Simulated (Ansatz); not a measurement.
Ansatz (a quantum-chemistry and plane-wave program) input (r2SCAN0/def2-TZVPD):

Ansatz 0.2 input:
```yaml
crystal:
  periodic: [false, false, false]
  atoms:
    - {symbol: Cl, position_ang: [1.84991504, -0.76642759, -0.00001380]}
    - {symbol: C, position_ang: [0.25200671, -0.14301058, -0.00109351]}
    - {symbol: C, position_ang: [-0.96586244, -0.86821928, -0.03586045]}
    - {symbol: C, position_ang: [-1.99538078, -0.00418535, -0.02348100]}
    - {symbol: O, position_ang: [-1.47980507, 1.26820736, 0.01853666]}
    - {symbol: C, position_ang: [-0.12119950, 1.16440325, 0.03150831]}
    - {symbol: H, position_ang: [-3.06525450, -0.09230935, -0.03849948]}
    - {symbol: H, position_ang: [0.43775528, 2.08199119, 0.06400060]}
basis:
  gaussian:
    orbitals: def2-TZVPD
hamiltonian:
  xc: {name: r2SCAN0}
magnetization: {spin_polarized: true, initial_magnetization: 1}
output: {forces: true}
```

End of the output:

```
mean field evaluation 16: about -18744.1748 eV, gradient 3.2e-2 eV
mean field evaluation 32: about -18741.3074 eV, gradient 7.6e0 eV
mean field -18744.17488100 eV, -688.8357216187 hartree, gradient 7.0e-5 eV, S^2 0.768617; 2 other end points of the search recorded, 0 dependent functions left out
the calculation of the forces begins
reference -18744.17490079 eV, -688.8357223460 hartree; 26, 25 occupied and 226, 227 virtual orbitals, 1290 factors
Total energy: -18744.17490079 eV, -688.8357223460 hartree
Atom 0 at     1.849915    -0.766428    -0.000014 Å, force    -0.444688     0.181778    -0.000066 eV/Å
Atom 1 at     0.252007    -0.143011    -0.001094 Å, force    -0.017648     0.127336     0.003394 eV/Å
Atom 2 at    -0.965862    -0.868219    -0.035860 Å, force    -0.013545     0.309168     0.008584 eV/Å
Atom 3 at    -1.995381    -0.004185    -0.023481 Å, force     0.483641     0.304324     0.014268 eV/Å
Atom 4 at    -1.479805     1.268207     0.018537 Å, force     0.359547    -0.528267    -0.010729 eV/Å
Atom 5 at    -0.121200     1.164403     0.031508 Å, force    -0.410147    -0.335413    -0.014287 eV/Å
Atom 6 at    -3.065254    -0.092309    -0.038499 Å, force     0.109143     0.021619     0.001889 eV/Å
Atom 7 at     0.437755     2.081991     0.064001 Å, force    -0.066303    -0.080543    -0.003054 eV/Å
Dipole moment:    -0.193529     0.151379     0.002015 e Å
```

It need not be the lowest isomer of its formula.
